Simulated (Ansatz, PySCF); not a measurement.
Energy difference R1 + R2 → P1, each structure at its B3LYP-D3(BJ)/def2-TZVP stationary point, reached from a drawn start (curvature not checked).
R1, BCl3 (SMILES ClB(Cl)Cl) (charge 0, multiplicity 1):
```xyz
4

B      0.00000     0.00000     0.00000
Cl     1.74517     0.00000     0.00000
Cl    -0.87258     1.51136     0.00000
Cl    -0.87258    -1.51136     0.00000
```
P1, BCl3H3N (SMILES [NH3+][B-](Cl)(Cl)Cl) (charge 0, multiplicity 1):
```xyz
8

B      0.0000     0.0000    -0.7630
Cl     1.7752     0.0000    -1.2396
Cl    -0.8876     1.5374    -1.2396
Cl    -0.8876    -1.5373    -1.2396
N      0.0000     0.0000     0.8606
H      0.4789     0.8294     1.2071
H     -0.9578     0.0000     1.2071
H      0.4789    -0.8294     1.2071
```
R2: NH3 (SMILES N), charge 0, multiplicity 1.

P less R. No zero-point or thermal terms.

Correlated levels freeze the cores.

Codes used: Ansatz (Gaussian basis) for Hartree–Fock, density functionals and correlated methods; PySCF for the D3/D4 terms. All values are computed, each at the level named.

**Question.** Predict the reaction energy from CCSD(T)/cc-pV(T+d)Z.

**Answer.** -1.17 eV

**Question.** What reaction energy does CAM-B3LYP-D4/def2-TZVPP give?

**Answer.** -1.15 eV

**Question.** Estimate the reaction energy that B3LYP-D3(BJ)/def2-TZVPP returns for this input.

**Answer.** -1.08 eV

Ansatz is an electronic-structure program.
